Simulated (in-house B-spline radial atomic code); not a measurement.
Ionisation energies along the 50-electron series, configuration 1s2 2s2 2p6 3s2 3p6 3d10 4s2 4p6 4d10 5s2 5p1/2(2), as differences of self-consistent energies. Dirac energy differences include first-order Breit, QED and recoil terms. NIST's values go from ground level to ground level; the uncertainty of those that are theory runs from under 0.1 % in few-electron ions to several per cent in heavy many-electron ones. Computed with an all-electron radial atomic-structure program (B-spline basis): Dirac-Hartree-Fock, jj configuration that fills j = l - 1/2 first, finite nuclei.

A number in brackets counts the electrons of a j subshell.

```
 ion     configuration after  ionisation energy (eV)  IE/(q+1)² (eV)  -ε less Coulomb ΔSCF (eV)  Breit and QED recoil part (eV)  tabulated value (eV)  computed minus tabulated (eV)
  Sn  [Kr] 4d10 5s2 5p1/2(1)                    6.25          6.2466                    0.38377                       -0.003786              7.343918                          -1.10
 Sb+  [Kr] 4d10 5s2 5p1/2(1)                   15.39          3.8464                    0.33708                       -0.010723                16.626                          -1.24
Te2+  [Kr] 4d10 5s2 5p1/2(1)                   26.40          2.9328                    0.31337                       -0.019025                 27.84                          -1.44
 I3+  [Kr] 4d10 5s2 5p1/2(1)                       ?               ?                          ?                               ?                     ?                              ?
Xe4+  [Kr] 4d10 5s2 5p1/2(1)                       ?               ?                          ?                               ?                     ?                              ?
Cs5+  [Kr] 4d10 5s2 5p1/2(1)                   68.79          1.9109                    0.28624                       -0.052139                  69.1                          -0.31
Ba6+  [Kr] 4d10 5s2 5p1/2(1)                   85.77          1.7505                    0.28324                       -0.066103                    86                          -0.23
La7+  [Kr] 4d10 5s2 5p1/2(1)                  104.11          1.6267                    0.28165                       -0.081645                   105                          -0.89
Ce8+  [Kr] 4d10 5s2 5p1/2(1)                  123.77           1.528                    0.28106                        -0.09884                   125                          -1.23
```

Task: Fill in the row of I3+.

Result: ionisation energy (eV): 39.04; IE/(q+1)² (eV): 2.4401; -ε less Coulomb ΔSCF (eV): 0.29965; Breit and QED recoil part (eV): -0.028663; tabulated value (eV): 40.357; computed minus tabulated (eV): -1.32.

Task: Fill in the row of Xe4+.

Result: ionisation energy (eV): 53.20; IE/(q+1)² (eV): 2.1279; -ε less Coulomb ΔSCF (eV): 0.29132; Breit and QED recoil part (eV): -0.03968; tabulated value (eV): 54.1; computed minus tabulated (eV): -0.90.

Task: How far is this level of theory from the measured and semi-empirical values?

Result: Over those 5 rows the differences run from -1.44 to -0.901 eV (mean absolute value 1.2 eV). The calculation leaves out correlation and, in open shells, the multiplet splittings that an average leaves out.
